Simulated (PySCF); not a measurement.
C₂H₆O₃Si₂, SMILES [SiH2]([SiH2]C(=O)O)C=O, singlet (GFN2-xTB optimised geometry):

```
13

O      0.755     0.895    -1.892
C      1.616     0.484    -1.154
Si     1.261    -1.015     0.000
Si    -1.056    -1.015     0.000
C     -1.466     0.858     0.000
O     -0.870     1.668     0.670
O     -2.463     1.192    -0.815
H      2.607     0.980    -1.151
H      2.008    -0.785     1.241
H      1.917    -2.155    -0.656
H     -1.642    -1.555     1.235
H     -1.767    -1.611    -1.133
H     -2.607     2.155    -0.823
```

Method: PBE0/def2-TZVP run with PySCF.

**Question.** What are the frontier orbital energies and the dipole moment?

**Answer.** HOMO-2 -9.05 eV, HOMO-1 -7.80 eV, HOMO -7.16 eV, LUMO -1.68 eV, LUMO+1 -0.83 eV; dipole moment 1.53 D.

On the same geometry PBE/def2-TZVP in PySCF 2.14.0 gives HOMO-2 -7.75 eV, HOMO-1 -6.30 eV, HOMO -5.73 eV, LUMO -2.83 eV, LUMO+1 -1.78 eV; dipole moment 1.23 D.

Meta-Löwdin charges at PBE0/def2-TZVP: O1 -0.37, C2 0.09, Si3 0.32, Si4 0.33, C5 0.34, O6 -0.46, O7 -0.45, H8 0.08, H9 -0.06, H10 -0.06, H11 -0.06, H12 -0.06, H13 0.35.
